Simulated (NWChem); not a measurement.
System: CF2, singlet; SMILES F[C]F

Input file for NWChem:

```
start job
memory heap 200 mb stack 900 mb global 1100 mb
geometry units angstroms noautosym nocenter noautoz
  F      1.023701     0.000000    -0.197087
  C      0.000000     0.000000     0.591031
  F     -1.023701     0.000000    -0.197087
end
basis spherical
  * library def2-svp
end
dft
  xc pbe0
  iterations 150
end
cosmo
  do_cosmo_smd true
  solvent hexane
end
task dft energy
```

Output (shortened):

```
             Northwest Computational Chemistry Package (NWChem) 7.3.0
             --------------------------------------------------------

                             Geometry "geometry" -> ""
                             -------------------------

 Output coordinates in angstroms (scale by  1.889725989 to convert to a.u.)

  No.       Tag          Charge          X              Y              Z
 ---- ---------------- ---------- -------------- -------------- --------------
    1 F                    9.0000     1.02370100     0.00000000    -0.19708700
    2 C                    6.0000     0.00000000     0.00000000     0.59103100
    3 F                    9.0000    -1.02370100     0.00000000    -0.19708700

 Effective nuclear repulsion energy (a.u.)      65.1723736850

                                 NWChem DFT Module
                                 -----------------

 Summary of "ao basis" -> "ao basis" (spherical)
 ------------------------------------------------------------------------------
       Tag                 Description            Shells   Functions and Types
 ---------------- ------------------------------  ------  ---------------------
 F                          def2-svp                 6       14   3s2p1d
 C                          def2-svp                 6       14   3s2p1d

 in cosmo_initialize ...
 calling solv_data for solv:hexane

 solvent parameters
 solvname_short: hexane
 solvname_long:  n-hexane
 dielec:        1.8819
 dielecinf:     1.8903
 nonaqueous SMD model solvent descriptors
 dielec:        1.8819
 sola:          0.0000
 solb:          0.0000
 solc:          0.0000
 solg:         25.7500
 solh:          0.0000
 soln:          1.3749

          ---------------
          -cosmo- solvent
          ---------------
 Cosmo: York-Karplus, doi: 10.1021/jp992097l
 dielectric constant -eps-     =   1.88
 screen = (eps-1)/(eps    )    =   0.46862
 surface charge correction     = lagrangian

   van der Waals surface
 --------------------------

 ---------- ATOMIC COORDINATES (A.U.) ------------ VDWR(ANG.) --
     1    1.93451438    0.00000000   -0.37244043     1.730
     2    0.00000000    0.00000000    1.11688664     1.850
     3   -1.93451438    0.00000000   -0.37244043     1.730
 number of segments per atom =        128
 number of   points per atom =        128
 atom (   nspa,  nppa )
 ----------------------
    1 (     82,     0 )       0
    2 (     68,     0 )       0
    3 (     82,     0 )       0
 number of -cosmo- surface points =      232
 molecular surface =     66.673 angstrom**2
 molecular volume  =     46.795 angstrom**3
 -lineq- algorithm             =   0
 -bem- low  level              =   3
 -bem- from -octahedral-
 gaussian surface charge width =   4.50000
 degree of switching           =   1.00000
 switching function tolerance  =   0.00010
 atomic radii =
 --------------
    1  9.000  1.730
    2  6.000  1.850
    3  9.000  1.730
 ...... end of -cosmo- initialization ......

 nat:                     3
 ixmem:                   608
 calling mnsol_interface()
 G(SMD-CDS) energy (kcal/mol)  =     2.900
 SMD-CDS SASA (angstrom**2)    =    76.738

            General Information
            -------------------
          SCF calculation type: DFT
          Wavefunction type:  closed shell.
          No. of atoms     :     3
          No. of electrons :    24
           Alpha electrons :    12
            Beta electrons :    12
          Charge           :     0
          Spin multiplicity:     1
          Use of symmetry is: off; symmetry adaption is: off
          Maximum number of iterations: 150
          AO basis - number of functions:    42
                     number of shells:    18
          Convergence on energy requested:  1.00D-06
          Convergence on density requested:  1.00D-05
          Convergence on gradient requested:  5.00D-04

              XC Information
              --------------
                         PBE0 Method XC Functional
                     Hartree-Fock (Exact) Exchange  0.250
          PerdewBurkeErnzerhof Exchange Functional  0.750
            Perdew 1991 LDA Correlation Functional  1.000 local
           PerdewBurkeErnz. Correlation Functional  1.000 non-local

[...]

                                COSMO-SMD solvation results
                                ---------------------------

             internal energy in gas <Psi(g)|H|Psi(g)> =      -237.277473663509
         internal energy in solvent <Psi(s)|H|Psi(s)> =      -237.277426928550
                               delta internal energy  =         0.000046734959 (    0.03 kcal/mol)
   total free energy in solvent <Psi(s)|H+V/2|Psi(s)> =      -237.278907008756
 polarization energy contribution <Psi(s)|V/2|Psi(s)> =        -0.001480080207 (   -0.93 kcal/mol)
    total free energy in solvent including G(SMD-CDS) =      -237.274285453823
                       G(SMD-CDS) energy contribution =         0.004621554933 (    2.90 kcal/mol)
     1 M fixed-concentration free energy of solvation =         0.003188209685 (    2.00 kcal/mol)

                       DFT Final Molecular Orbital Analysis
                       ------------------------------------

 Vector   10  Occ=2.000000D+00  E=-4.970600D-01
              MO Center= -3.0D-08, -5.9D-10, -1.8D-01, r^2= 1.5D+00
   Bfn.  Coefficient  Atom+Function         Bfn.  Coefficient  Atom+Function
  ----- ------------  ---------------      ----- ------------  ---------------
     5      0.485656  1 F  py                33     -0.485656  3 F  py
     8     -0.329486  1 F  py                36      0.329486  3 F  py
    24     -0.037275  2 C  d -2

 Vector   11  Occ=2.000000D+00  E=-4.702468D-01
              MO Center= -2.6D-08,  6.7D-11, -1.6D-01, r^2= 1.5D+00
   Bfn.  Coefficient  Atom+Function         Bfn.  Coefficient  Atom+Function
  ----- ------------  ---------------      ----- ------------  ---------------
     4      0.410343  1 F  px                32      0.410343  3 F  px
     6      0.290240  1 F  pz                34     -0.290240  3 F  pz
     7     -0.269253  1 F  px                35     -0.269253  3 F  px
     9     -0.188408  1 F  pz                37      0.188408  3 F  pz
    21     -0.066199  2 C  px                27      0.028274  2 C  d  1

 Vector   12  Occ=2.000000D+00  E=-3.121878D-01
              MO Center= -3.8D-10, -1.3D-10,  7.8D-01, r^2= 1.2D+00
   Bfn.  Coefficient  Atom+Function         Bfn.  Coefficient  Atom+Function
  ----- ------------  ---------------      ----- ------------  ---------------
    17      0.525922  2 C  s                 20      0.421264  2 C  pz
    16      0.393878  2 C  s                  6      0.265740  1 F  pz
    34      0.265740  3 F  pz                 9     -0.199876  1 F  pz
    37     -0.199876  3 F  pz                15     -0.175708  2 C  s
    23      0.163896  2 C  pz                 3     -0.098762  1 F  s

 Vector   13  Occ=0.000000D+00  E=-7.354264D-02
              MO Center= -1.1D-09,  1.7D-10,  4.8D-01, r^2= 1.3D+00
   Bfn.  Coefficient  Atom+Function         Bfn.  Coefficient  Atom+Function
  ----- ------------  ---------------      ----- ------------  ---------------
    19      0.646216  2 C  py                22      0.516495  2 C  py
     5      0.272095  1 F  py                33      0.272095  3 F  py
     8     -0.244955  1 F  py                36     -0.244955  3 F  py

 Vector   14  Occ=0.000000D+00  E= 1.783337D-01
              MO Center=  3.9D-09,  1.1D-10,  7.5D-01, r^2= 1.9D+00
   Bfn.  Coefficient  Atom+Function         Bfn.  Coefficient  Atom+Function
  ----- ------------  ---------------      ----- ------------  ---------------
    21      1.186041  2 C  px                 3     -0.597285  1 F  s
    31      0.597285  3 F  s                 18      0.511450  2 C  px
     9     -0.307674  1 F  pz                37      0.307674  3 F  pz
     6      0.232597  1 F  pz                34     -0.232597  3 F  pz
     2     -0.142707  1 F  s                 30      0.142707  3 F  s

 Vector   15  Occ=0.000000D+00  E= 2.111914D-01
              MO Center= -5.0D-09, -7.6D-11,  4.8D-02, r^2= 2.0D+00
   Bfn.  Coefficient  Atom+Function         Bfn.  Coefficient  Atom+Function
  ----- ------------  ---------------      ----- ------------  ---------------
    17      1.517492  2 C  s                 23     -1.186802  2 C  pz
     3     -0.875224  1 F  s                 31     -0.875224  3 F  s
    20     -0.430011  2 C  pz                 7      0.423335  1 F  px
    35     -0.423335  3 F  px                 4     -0.219211  1 F  px
    32      0.219211  3 F  px                 2     -0.168233  1 F  s

     Multipole analysis of the density
     ---------------------------------

     L   x y z        total         alpha         beta         nuclear
     -   - - -        -----         -----         ----         -------
     0   0 0 0     -0.000000    -12.000000    -12.000000     24.000000

     1   1 0 0     -0.000000     -0.000000     -0.000000      0.000000
     1   0 1 0      0.000000      0.000000      0.000000      0.000000
     1   0 0 1     -0.335830     -0.166611     -0.166611     -0.002608

     2   2 0 0    -11.662145    -39.512185    -39.512185     67.362226
     2   1 1 0      0.000000      0.000000      0.000000      0.000000
     2   1 0 1      0.000000      0.000000      0.000000      0.000000
     2   0 2 0    -10.417536     -5.208768     -5.208768      0.000000
     2   0 1 1      0.000000      0.000000      0.000000      0.000000
     2   0 0 2    -12.759530    -11.370479    -11.370479      9.981428
```

Level: PBE0/def2-SVP, SMD on the gas-phase geometry. Low-valent species are run as closed-shell singlets; no triplet was tried in these runs. All runs use the structure optimised with PBE0/def2-SVP. Solvent: n-hexane.
